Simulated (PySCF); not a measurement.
Al(F)(GeH3)(Me) (CH6AlFGe), SMILES [CH3][Al]([F])[GeH3]. Atoms are numbered in the order given.

```xyz
10

Al     0.3074     0.5162    -0.8771
F      1.9207     0.3678    -1.3003
Ge    -0.3674    -0.6932     1.1647
H     -0.1204    -2.2116     1.0422
H      0.4187    -0.2140     2.4033
H     -1.8668    -0.5025     1.4786
C     -0.8116     1.6020    -2.0370
H     -1.8411     1.7105    -1.6625
H     -0.8630     1.1569    -3.0455
H     -0.3819     2.6105    -2.1596
```

Geometry optimised at PBE0-D3(BJ)/def2-SVP.

Method: PySCF with r2SCAN/def2-TZVP.

Atomic charges (e):

```tsv
atom	IAO	Mulliken	Löwdin
Al1	1.11	0.74	0.04
F2	(withheld)	-0.36	-0.04
Ge3	(withheld)	-0.21	0.19
H4	-0.05	0.00	-0.04
H5	-0.05	0.00	-0.04
H6	-0.06	0.00	-0.04
C7	(withheld)	-0.59	-0.49
H8	0.16	0.14	0.14
H9	0.17	0.13	0.14
H10	0.17	0.14	0.14
```

Task: Some entries are withheld; supply them. (An estimate is asked for; the answer gives what the named calculation found.)

Result: 
- F2, IAO: -0.57
- Ge3, IAO: -0.03
- C7, IAO: -0.84
